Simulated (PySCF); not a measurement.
Al(OH)3 (AlH3O3), SMILES [OH][Al]([OH])[OH]. Atoms are numbered in the order given.

```xyz
7

Al     0.0000     0.0000     0.0000
O      0.1519     1.6901     0.0000
H      0.9946     2.1510     0.0000
O      1.3877    -0.9766     0.0000
H      1.3655    -1.9368     0.0000
O     -1.5396    -0.7135     0.0000
H     -2.3601    -0.2142     0.0000
```

Geometry optimised at r2SCAN-D4/def2-SVP. The isomer is the one that the SMILES or the coordinates give; other isomers of the formula were not compared. The values are those of a single conformer.

These are PBE0/pcJ-1 (PySCF) values and carry that method's errors.

Isotropic couplings with Fermi-contact, spin-dipole and both spin-orbit terms, one fixed conformer, no vibrational averaging. Isotopes: 1H.

Computed spin–spin coupling constants:
```json
[
 {"pair": "H3–H5", "bonds apart": "4", "J (Hz)": "-0.6"},
 {"pair": "H3–H7", "bonds apart": "4", "J (Hz)": "-0.6"},
 {"pair": "H5–H7", "bonds apart": "4", "J (Hz)": "-0.6"}
]
```
